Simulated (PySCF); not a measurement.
Worked example: refractive index and permittivity of the vapour

Sn(H)(OH)3 (H4O3Sn), SMILES [SnH]([OH])([OH])[OH].

Geometry optimised at PBE0-D3(BJ)/def2-SVP. The def2 effective core potentials stand for the cores of Sn; spin–orbit coupling is left out. One conformer was computed; it need not be the lowest.

PBE0/def2-TZVP (PySCF) gives a mean static polarisability of 46.2 bohr³ and a dipole moment of 0.51 D. Take an ideal gas at 298.15 K and 0.01 bar, whether or not the substance is that volatile.

Q: Work out n − 1 in the optical limit and the static ε − 1.

A: 
Polarisability volume α' = 46.2 × 0.148185 = 6.85 Å³. Number density N = p/kT = 2.43e-7 Å⁻³.
Dilute limit of Lorentz–Lorenz: n − 1 = 2π N α' = 1.0e-5.
Orientation term of Debye: μ²/(3kT) = 8.098 Å³ × μ²(D²) = 2.11 Å³.
ε − 1 = 4π N (α' + μ²/3kT) = 2.7e-5. Orientation of the dipole supplies 24 % of the static response; it can't follow optical fields. Vibrational polarisation and dispersion are left out.
